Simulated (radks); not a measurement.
The numbers below are computed, except where a source is named.
Charge is removed step by step from the 5p (averaged over the sub-levels emptied) level of Xe, starting from [Xe]. Level of theory: Dirac Kohn-Sham, PBEsol, spin-unpolarised, spherical densities, point nucleus (a radial shooting solver on a logarithmic mesh with Libxc functionals).

| removed (e) | E - E(0) (eV) | eigenvalue (eV) | E minus straight line (eV) |
|---|---|---|---|
| 0 | 0.000 | -8.274 | 0.000 |
| 0.1 | 0.869 | -9.107 | -0.390 |
| 0.2 | 1.822 | -9.951 | -0.695 |
| 0.3 | 2.859 | -10.805 | -0.916 |
| 0.4 | 3.983 | -11.670 | -1.051 |
| 0.5 | 5.194 | -12.545 | -1.099 |
| 0.6 | 6.492 | -13.429 | -1.059 |
| 0.7 | 7.880 | -14.323 | -0.930 |
| 0.8 | 9.357 | -15.226 | -0.711 |
| 0.9 | 10.925 | -16.138 | -0.401 |
| 1 | 12.585 | -17.058 | 0.000 |

Removing the whole electron costs 12.585 eV by Delta-SCF, against 8.274 eV from minus the eigenvalue at the starting occupation. Slater's transition state (half an electron removed) gives 12.545 eV. Integrating minus the eigenvalue over the occupation (Janak's theorem) gives 12.585 eV. The mean slope of the eigenvalue, de/dn, is 8.78 eV per electron. Ionisation energy of Xe in the NIST Atomic Spectra Database: 12.130 eV (measured).

Beside tabulated values, note that spin-unpolarised runs miss the spin-polarisation part of the exchange energy of open shells.
